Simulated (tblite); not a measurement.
Parent: `[CH2:1]=[N:2][SiH2:3][SiH2:4][O:5][CH3:6]` with C1–N2–Si3–Si4 -113°, N2–Si3–Si4–O5 167°, Si3–Si4–O5–C6 56°, C2H9NOSi2.

The geometries are computed with GFN2-xTB (gas phase). One conformer each, not checked by frequencies here.

```csv
coordinate of the parent,value
C1=N2,1.247 Å
N2–Si3,1.716 Å
Si3–Si4,2.305 Å
Si4–O5,1.629 Å
O5–C6,1.390 Å
C1–N2–Si3,135.4°
N2–Si3–Si4,104.6°
Si3–Si4–O5,110.2°
Si4–O5–C6,128.9°
```

Question: How does the shared frame change in `[CH2:1]=[N:2][SiH2:3][Si@H:4]([O:5][CH3:6])[CH:7]([CH3:8])[CH3:9]` with C1–N2–Si3–Si4 116°, N2–Si3–Si4–O5 -66°, Si3–Si4–O5–C6 59°, Si3–Si4–C7–C8 -175°, C5H15NOSi2? Atoms pair as C1 = C1, N2 = N2, Si3 = Si3, Si4 = Si4, O5 = O5, C6 = C6 (parent first).

Answer: 
```
    parent    relative  value in the relative  change
     C1=N2       C1=N2                1.248 Å  +0.001
    N2–Si3      N2–Si3                1.719 Å  +0.003
   Si3–Si4     Si3–Si4                2.310 Å  +0.005
    Si4–O5      Si4–O5                1.632 Å  +0.003
     O5–C6       O5–C6                1.394 Å  +0.004
 C1–N2–Si3   C1–N2–Si3                 136.1°    +0.7
N2–Si3–Si4  N2–Si3–Si4                 104.6°     0.0
Si3–Si4–O5  Si3–Si4–O5                 112.8°    +2.6
 Si4–O5–C6   Si4–O5–C6                 127.9°    -1.0
```

Of the parent's bonds, Si3–Si4 and O5–C6 change most and about equally (+0.004 to +0.005 Å). Bonds of the relative outside the shared frame: Si4–C7 1.908, C7–C8 1.525, C7–C9 1.526 Å. Point group C1 → C1.
